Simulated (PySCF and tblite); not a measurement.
Results of a calculation; reference values are marked as such.
4 diastereomers of C8H13ClO, numbered alike:

| isomer | SMILES | descriptors (one enantiomer) |
| --- | --- | --- |
| A | [CH3:1][O:2][C@H:3]1[CH:4]=[CH:5][C@@H:6]([CH3:7])[C@H:8]([Cl:9])[CH2:10]1 | 3R, 6R, 8R |
| B | [CH3:1][O:2][C@@H:3]1[CH:4]=[CH:5][C@H:6]([CH3:7])[C@H:8]([Cl:9])[CH2:10]1 | 3S, 6S, 8R |
| C | [CH3:1][O:2][C@H:3]1[CH:4]=[CH:5][C@H:6]([CH3:7])[C@H:8]([Cl:9])[CH2:10]1 | 3R, 6S, 8R |
| D | [CH3:1][O:2][C@@H:3]1[CH:4]=[CH:5][C@@H:6]([CH3:7])[C@H:8]([Cl:9])[CH2:10]1 | 3S, 6R, 8R |

Each isomer is a Boltzmann average at 298.15 K over at most 3 conformers: GFN2-xTB geometries, energies PBE0/pcSseg-1 (D3(BJ) added where defined), GFN2-xTB thermal terms. Programs: PySCF with density fitting and tblite.

Rank the isomers by free energy at 298.15 K.


| isomer | ΔG (kcal/mol) | ΔE, lowest conformer | conformers | largest weight % | rms dipole (D) |
| --- | --- | --- | --- | --- | --- |
| A | 0.0 | 0.0 | 3 | 49 | 2.58 |
| D | 0.8 | 0.8 | 2 | 61 | 2.14 |
| C | 1.2 | 1.1 | 3 | 54 | 1.76 |
| B | 1.9 | 1.7 | 3 | 62 | 2.03 |

ΔG is for one enantiomer.

If they could interconvert freely, what would the mixture hold (chiral isomers as racemates)?

A 70 %, D 18 %, C 9 %, B 3 %. A racemate gains RT ln 2.

The conformer set may be incomplete (the search or the number kept was capped). The cap on conformers cut off some of the population, so the set may be incomplete.
